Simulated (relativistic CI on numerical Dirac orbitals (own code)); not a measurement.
**Ligand-field terms of d4**

Computed with a parametric ligand-field model of a d^n configuration (Racah B and C, spin-orbit zeta, crystal field), exact diagonalisation.

Field parameters in Wybourne normalisation: Oh B⁴₀ = 21Dq, B⁴₄ = √(5/14) B⁴₀. The field is a parameter set, without covalency.

**Question.** Ground term and bands for B = 440, C = 1620, ζ = 0 cm⁻¹, Oh, 10Dq = 9240 cm⁻¹?

**Answer.** Ground term 5E with 1.00 electrons in the two orbitals of the cubic e set. Spin-allowed: 5T2 9240 cm⁻¹ (1082 nm). Lowest spin-forbidden: 3T1 754 cm⁻¹, 1T2 5409 cm⁻¹ (1849 nm), 1E 6069 cm⁻¹ (1648 nm).

**Question.** Ground term and bands for B = 440, C = 1620, ζ = 0 cm⁻¹, Oh, 10Dq = 7480 cm⁻¹?

**Answer.** Ground term 5E with 1.00 electrons in the two orbitals of the cubic e set. Spin-allowed: 5T2 7480 cm⁻¹ (1337 nm). Lowest spin-forbidden: 3T1 2418 cm⁻¹, 1T2 6980 cm⁻¹ (1433 nm), 1E 7605 cm⁻¹ (1315 nm).

**Question.** Ground term and bands for B = 440, C = 1620, ζ = 0 cm⁻¹, Oh, 10Dq = 4840 cm⁻¹?

**Answer.** Ground term 5E with 1.00 electrons in the two orbitals of the cubic e set. Spin-allowed: 5T2 4840 cm⁻¹ (2066 nm). Lowest spin-forbidden: 3T1 4850 cm⁻¹ (2062 nm), 3E 8607 cm⁻¹ (1162 nm), 3T1 9050 cm⁻¹ (1105 nm).

**Question.** Ground term and bands for B = 440, C = 1620, ζ = 0 cm⁻¹, Oh, 10Dq = 3080 cm⁻¹?

**Answer.** Ground term 5E with 1.00 electrons in the two orbitals of the cubic e set. Spin-allowed: 5T2 3080 cm⁻¹ (3247 nm). Lowest spin-forbidden: 3T1 6390 cm⁻¹ (1565 nm), 3E 8546 cm⁻¹ (1170 nm), 3T1 9029 cm⁻¹ (1108 nm).

**Question.** Ground term and bands for B = 440, C = 1620, ζ = 0 cm⁻¹, Oh, 10Dq = 17160 cm⁻¹?

**Answer.** Ground term 3T1 with 0.02 electrons in the two orbitals of the cubic e set. Spin-allowed: 3E 15634 cm⁻¹ (640 nm), 3T1 16019 cm⁻¹ (624 nm), 3T2 16504 cm⁻¹ (606 nm), 3A1 17354 cm⁻¹ (576 nm). Lowest spin-forbidden: 1T2 4956 cm⁻¹ (2018 nm), 1E 5589 cm⁻¹ (1789 nm), 5E 6914 cm⁻¹ (1446 nm).
